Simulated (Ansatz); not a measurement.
# Ligand exchange: GaHBr2 + CHBrF2 → GaH2Br + CBr2F2

Species: GaHBr2 `[Br][GaH][Br]`, singlet; CHBrF2 `FC(F)Br`, singlet; GaH2Br `[GaH2][Br]`, singlet; CBr2F2 (dibromodifluoromethane) `FC(F)(Br)Br`, singlet. The partners trade Br for H: Ga–Br and C–H bonds give way to Ga–H and C–Br.

Shapes, held fixed at every level: PBE0-D4/def2-TZVP. Programs: Ansatz 0.2.0. The zero-point and thermal change to 298 K, harmonic and unscaled (PBE0-D4/def2-TZVP), is -14.0 kJ/mol.

```tsv
level	kind	ΔH(298 K) (kJ/mol)	less CCSD(T)/def2-TZVPP	CPU time (sum over the molecules)
HF/def2-TZVPP	Hartree–Fock	+228.5	+30.4	–
r2SCAN-D4/def2-TZVPP	meta-GGA	+191.7	-6.4	45 s
B3LYP-D4/def2-TZVPP	global hybrid	+193.8	-4.3	40 s
PBE0-D4/def2-TZVPP	global hybrid	+195.1	-3.0	27 s
wB97M-V/def2-TZVPP	range-separated hybrid	+190.9	-7.2	1.8 min
wB97X-V/def2-TZVPP	range-separated hybrid	+192.1	-6.0	68 s
CCSD(T)/def2-TZVPP	coupled cluster or CI	+198.1	0.0	5 min
```

The highest level, CCSD(T)/def2-TZVPP, gives ΔH(298 K) = +198.1 kJ/mol; the levels span +190.9 to +228.5. The column of differences is taken from that level and isn't an error. No measured value is set beside it here. Relativity is left out for Br, Ga unless named. Correlated rows may include outer-core shells of Br, Ga, which these sets cover unevenly. Times are processor times on shared x86 and Arm servers, and rough.
